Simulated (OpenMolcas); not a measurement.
Ionisation energies of iodine

| Property | Result |
| --- | --- |
| Program | OpenMolcas 26.06 |
| Basis | ANO-RCC-VTZP [7s6p4d2f1g] |
| Scalar Hamiltonian | DKH2, point nucleus |
| Spin-orbit coupling | state interaction with AMFI integrals over the reference wave functions, term energies averaged over their components |

Active shells in each charge state: the valence s, p shells, with orbitals averaged over the low states. Where CASPT2's correlated closed shells are named, they are those of the first ion.

A. CASSCF
B. SS-CASPT2, IPEA 0.25 Eh, imaginary shift 0.1 Eh (closed shells correlated: 4s 4p 4d)

Energies in eV between the lowest computed levels (charge -1 gives the electron affinity), named as in B; reference values from the NIST Atomic Spectra Database with their kind.

| From | To | A | B | Spin-orbit share in B | Reference |
| --- | --- | --- | --- | --- | --- |
| I- 5s2 5p6 1S0 | I 5s2 5p5 2P* 3/2 | 2.172 | 2.865 | -0.287 |  |
| I 5s2 5p5 2P* 3/2 | I+ 5s2 5p4 3P2 | 9.437 | 10.229 | -0.176 | 10.451 (measured) |
| I+ 5s2 5p4 3P2 | I2+ 5s2 5p3 4S* 3/2 | 17.816 | 18.828 | +0.272 | 19.131 (measured) |
| I2+ 5s2 5p3 4S* 3/2 | I3+ 5s2 5p2 3P0 | 28.742 | 29.636 | -0.965 | 29.570 (measured) |
| I3+ 5s2 5p2 3P0 | I4+ 5s2 5p 2P* 1/2 | 39.458 | 40.406 | +0.215 | 40.357 (measured) |
| I4+ 5s2 5p 2P* 1/2 | I5+ 5s2 1S0 | 50.076 | 51.217 | +0.940 | 51.520 (measured) |
| I5+ 5s2 1S0 | I6+ 5s 2S 1/2 | 73.160 | 74.310 | +0.000 | 74.400 (semi-empirical) |
| I6+ 5s 2S 1/2 | I7+ 4d10 1S0 | 85.898 | 87.538 | +0.000 | 87.610 (semi-empirical) |

Error against the reference values, in %:

| From | Reference | A | B |
| --- | --- | --- | --- |
| I | measured | -9.7 | -2.1 |
| I+ | measured | -6.9 | -1.6 |
| I2+ | measured | -2.8 | +0.2 |
| I3+ | measured | -2.2 | +0.1 |
| I4+ | measured | -2.8 | -0.6 |
| I5+ | semi-empirical | -1.7 | -0.1 |
| I6+ | semi-empirical | -2.0 | -0.1 |

Mean absolute error over the 5 measured values: A 1.10 eV, B 0.19 eV. B lies closest.

No diffuse functions were added, so the electron affinity comes out too small, and without dynamic correlation a bound anion can come out unbound.

* marks odd parity.
